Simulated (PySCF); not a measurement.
# V (vanadium, neutral) across methods

[Ar] 3d3 4s1 4p1, one real determinant (an excited configuration). Computed with PySCF 2.14 in aug-cc-pwCVTZ, with no relativity, point nucleus.

| method | E (hartree) | mean ε 3d α (eV) | mean ε 4s α (eV) | mean ε 4p α (eV) | Σ⟨r²⟩ (bohr²) | ⟨S²⟩ |
| --- | --- | --- | --- | --- | --- | --- |
| BLYP | -943.856 | -7.462 | -5.667 | -2.230 | 52.24 | 8.750 |
| UHF | -942.85607 | -15.005 | -8.701 | -4.893 | 52.02 | 8.752 |
| LDA | -941.664 | -7.665 | -6.046 | -2.493 | 51.31 | 8.750 |
| PBE | -943.593 | -7.626 | -5.872 | -2.482 | 51.60 | 8.750 |
| r2SCAN | -943.812 | -7.355 | -5.835 | -2.414 | 50.68 | 8.751 |
| PW91 | -943.871 | -7.695 | -5.926 | -2.507 | 51.47 | 8.750 |
| PBE0 | -943.634 | -9.008 | -6.548 | -3.003 | 51.14 | 8.751 |
| M06-2X | -943.786 | -11.254 | -7.552 | -3.659 | 50.46 | 8.751 |

⟨L²⟩ = 14.00 against 20 for a pure G term, so this real determinant mixes terms.
